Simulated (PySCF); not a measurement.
C2H7F2NSi. Atoms are numbered in the order given.

```xyz
13

N      2.8078     0.1706     0.0000
Si     1.1938    -0.4501     0.0000
C     -0.1369     0.9173     0.0000
C     -1.5617     0.4362     0.0000
F     -1.7987    -0.3322    -1.0923
F     -1.7987    -0.3322     1.0923
H      3.2109     0.5760     0.8361
H      3.2109     0.5760    -0.8361
H      1.0258    -1.2750    -1.2306
H      1.0258    -1.2750     1.2306
H      0.0190     1.5570     0.8844
H      0.0190     1.5570    -0.8844
H     -2.3099     1.2500     0.0000
```
Charge 0, spin multiplicity 1.

Geometry optimised at PBE0-D3(BJ)/def2-SVP. This is a generated structure with no PubChem entry under its InChIKey; it may be hypothetical. The values are those of a single conformer.

Calculation: ωB97X/def2-TZVP run with PySCF.

ESP charges are fitted to the potential on shells at 1.4 to 2.0 van der Waals radii. Atomic charges (e):

| atom | IAO | Mulliken | ESP fit |
|---|---|---|---|
| N1 | -0.87 | -0.67 | -1.18 |
| Si2 | 0.96 | 0.41 | 0.81 |
| C3 | -0.61 | -0.37 | -0.65 |
| C4 | 0.48 | 0.30 | 0.44 |
| F5 | -0.32 | -0.21 | -0.24 |
| F6 | -0.32 | -0.21 | -0.24 |
| H7 | 0.27 | 0.24 | 0.43 |
| H8 | 0.27 | 0.24 | 0.43 |
| H9 | -0.15 | -0.03 | -0.12 |
| H10 | -0.15 | -0.03 | -0.12 |
| H11 | 0.15 | 0.13 | 0.18 |
| H12 | 0.15 | 0.13 | 0.18 |
| H13 | 0.13 | 0.08 | 0.07 |

Task: Give the Mayer and Wiberg (Löwdin basis) orders of the bonds. (Estimate from the structure and the level; the computed values follow.)

Result: 
| bond | Mayer | Wiberg |
|---|---|---|
| N1–Si2 | 1.10 | 1.53 |
| Si2–C3 | 0.89 | 1.08 |
| C3–C4 | 0.99 | 1.28 |
| C4–F5 | 1.06 | 1.71 |
| C4–F6 | 1.06 | 1.71 |
| N1–H7 | 0.92 | 0.96 |
| N1–H8 | 0.92 | 0.96 |
| Si2–H9 | 0.98 | 0.92 |
| Si2–H10 | 0.98 | 0.92 |
| C3–H11 | 0.94 | 0.84 |
| C3–H12 | 0.94 | 0.84 |
| C4–H13 | 0.99 | 0.87 |
